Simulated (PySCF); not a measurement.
PySCF input file for ZrF₃, SMILES [F][Zr+]([F])[F], charge +1, multiplicity 1, C-PCM-B3LYP/def2-SVP. Geometry optimised at B3LYP-D3(BJ)/def2-TZVP. The multiplicity is an assumed one; other spin states were not compared. The isomer is the one that the SMILES or the coordinates give; other isomers of the formula were not compared. The def2 effective core potentials stand for the cores of Zr; spin–orbit coupling is left out.

```python
import numpy as np
from pyscf import gto, scf, dft
from pyscf.solvent import pcm

mol = gto.M(
    atom='''
    Zr   -0.00000000   -0.00000000    0.24121439
    F     1.51424863    0.87425186   -0.35735465
    F     0.00000000   -1.74850371   -0.35735465
    F    -1.51424862    0.87425186   -0.35735465
    ''',
    basis='def2-SVP',
    ecp={'Zr': 'def2-svp'},
    charge=1,
    spin=0,
    max_memory=1600,
    verbose=3,
)
mf = dft.RKS(mol, xc='b3lyp').density_fit(auxbasis='def2-universal-jkfit')
mf.grids.level = 3
mf.conv_tol = 1e-9
mf.max_cycle = 100
mf.kernel()
res = {}
for name, eps in {'water': 78.355, 'dimethylsulfoxide': 46.826, 'chloroform': 4.7113}.items():
    s = mf.PCM()
    s.with_solvent.method, s.with_solvent.eps, s.with_solvent.lebedev_order = 'C-PCM', eps, 29
    s.kernel(mf.make_rdm1())
    res[name] = (s.e_tot, eps, s.dip_moment(), s.mo_energy, s.converged)
    print(f'{name}: electrostatic solvation free energy {(s.e_tot - mf.e_tot) * 627.509474:.3f} kcal/mol')
```

It prints:

```
converged SCF energy = -346.28404288652

WARN: PCM is an experimental feature. It is still in testing.
Features and APIs may be changed in the future.

converged SCF energy = -346.421165022085

WARN: System has nonzero charge 1; the dipole moment is origin-dependent.
Location of origin: [0. 0. 0.]

Dipole moment(X, Y, Z, Debye):  0.00000, -0.00002,  5.48820
water: electrostatic solvation free energy -86.045 kcal/mol

WARN: PCM is an experimental feature. It is still in testing.
Features and APIs may be changed in the future.

converged SCF energy = -346.419936962113

WARN: System has nonzero charge 1; the dipole moment is origin-dependent.
Location of origin: [0. 0. 0.]

Dipole moment(X, Y, Z, Debye):  0.00000, -0.00002,  5.48186
dimethylsulfoxide: electrostatic solvation free energy -85.275 kcal/mol

WARN: PCM is an experimental feature. It is still in testing.
Features and APIs may be changed in the future.

converged SCF energy = -346.392822233718

WARN: System has nonzero charge 1; the dipole moment is origin-dependent.
Location of origin: [0. 0. 0.]

Dipole moment(X, Y, Z, Debye):  0.00000,  0.00002,  5.34365
chloroform: electrostatic solvation free energy -68.260 kcal/mol
```

Self-consistency was reached.
